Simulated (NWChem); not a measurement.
System: CH5NOPb, singlet; SMILES C[O][Pb][NH2]

```xyz
9

Pb     0.1666    -0.4604     0.0000
O      0.7738     1.5691     0.0000
C     -0.0781     2.6596     0.0000
H     -0.7430     2.7046     0.8900
H      0.5093     3.5983     0.0000
H     -0.7430     2.7046    -0.8900
N     -1.9199    -0.0011     0.0000
H     -2.3051     0.9391     0.0000
H     -2.6640    -0.6925     0.0000
```
Atoms are numbered in this order, from 1.

Results from NWChem. Low-valent species are run as closed-shell singlets; no triplet was tried in these runs. Structure relaxed at the PBE0/def2-SVP level. No frequency run checked for a minimum. def2 effective core potentials on Pb; no spin-orbit coupling. Ions are spin-unrestricted doublets at the neutral geometry; other ion states weren't tried.

For level PBE/def2-SVP:

vertical ionisation energy, ΔSCF (eV): 8.17
−ε(HOMO) (eV): 5.17

Q: How do the values read with level CAM-B3LYP/def2-SVP instead?

A: 
* **vertical ionisation energy, ΔSCF (eV)**: 8.64
* **−ε(HOMO) (eV)**: 7.91
